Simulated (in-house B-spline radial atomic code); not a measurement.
Results of a calculation; reference values are marked as such.
## Ghost states of the separable form: B

B, [He] 2s2 2p1, non-relativistic LDA (VWN5), spherical and spin-unpolarised, from an all-electron radial atomic-structure program (B-spline basis) (atomic units; all potentials screened as in the neutral atom).

Troullier-Martins channels: 2s (ε = -0.3447, r_c = 1.328 bohr), 2p (ε = -0.1366, r_c = 1.982 bohr). In the Kleinman-Bylander form one channel serves as the local potential, and each other channel l becomes |δV u><u δV|/<u|δV|u>, with δV = V_l − V_local and u the pseudo-orbital. Its strength is E_KB = <u|δV²|u>/<u|δV|u>. By the analysis of Gonze, Stumpf and Scheffler a spurious state lies below the reference level ε if E_KB > 0 and ε is above the second level of the local potential alone, or if E_KB < 0 and ε is above its first. The table's levels are those of angular momentum l in a sphere of 9 bohr, whose wall can lift a shallow ε a little above its free-atom value.

```json
{"local": "p", "channel": "s", "<u δV u>": "0.27296", "<u δV² u>": "0.8994", "ε": "-0.3447", "first local level": "-1.4366", "second local level": "-0.0553"}
{"local": "s", "channel": "p", "<u δV u>": "-0.29867", "<u δV² u>": "0.97581", "ε": "-0.1363", "first local level": "-0.0395", "second local level": "0.1601"}
```

Task: Apply the rule to each row.

Result: Local p, channel s: E_KB = +3.3, so ε = -0.3447 is set against -0.0553: no ghost. Local s, channel p: E_KB = -3.27, so ε = -0.1363 is set against -0.0395: no ghost.

Diagonalising the separable Hamiltonian gives:

```csv
local,channel,three lowest levels,"all-electron, two lowest valence levels"
p,s,"-0.3447, 0.0447, 0.3305","-0.3447, 0.0446"
s,p,"-0.1363, 0.1000, 0.3866","-0.1363, 0.0998"
```

Task: Which choices of local channel are safe?

Result: All are free of ghosts. Among the safe choices the second level, which tests transfer, is off by at most 0.1 millihartree (s local), 0.1 millihartree (p local).
